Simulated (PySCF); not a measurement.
Gas-phase reaction: Ga2O + H + 5 OH = 2 Ga(OH)3

Method: PySCF energies (xtb for GFN2) plus ideal-gas RRHO corrections (1 bar). † marks an energy on the PBE0/def2-TZVP geometry and frequencies; other levels use their own. MP2 and CCSD(T) freeze the core. 6-31G* has spherical d functions here. Open shells (unrestricted): H (multiplicity 2), OH (multiplicity 2); the rest are closed-shell singlets. GFN2 has no spin-polarisation term. Spin-orbit splitting is ignored; it lowers the true energy and changes the entropy of OH. B3LYP is the form with VWN-RPA correlation. Ga: all electrons, no relativistic terms. Ga(OH)3: computed as isolated molecules; such fragments, hydroxides, amides, oligomers or adducts are transient or little studied in the gas. MP2 isn't extrapolated to the basis-set limit. CCSD(T) isn't extrapolated to the basis-set limit.

```json
[
 {"level": "B3LYP/def2-TZVP†", "ΔH°(298 K), kJ": "-1666"},
 {"level": "CCSD(T)/def2-TZVPP†", "ΔH°(298 K), kJ": "-1778"},
 {"level": "GFN2-xTB", "ΔH°(298 K), kJ": "(withheld)"},
 {"level": "HF/6-31G*", "ΔH°(298 K), kJ": "(withheld)"},
 {"level": "HF/def2-TZVP†", "ΔH°(298 K), kJ": "(withheld)"},
 {"level": "MP2/def2-SVP†", "ΔH°(298 K), kJ": "-1834"},
 {"level": "PBE/def2-TZVP†", "ΔH°(298 K), kJ": "-1765"},
 {"level": "PBE0/def2-QZVP†", "ΔH°(298 K), kJ": "-1728"},
 {"level": "ωB97X-V/def2-TZVP†", "ΔH°(298 K), kJ": "(withheld)"}
]
```

Problem. Fill in the missing entries.

Solution. 
- GFN2-xTB, ΔH°(298 K), kJ: -2343
- HF/6-31G*, ΔH°(298 K), kJ: -1111
- HF/def2-TZVP†, ΔH°(298 K), kJ: -1186
- ωB97X-V/def2-TZVP†, ΔH°(298 K), kJ: -1773
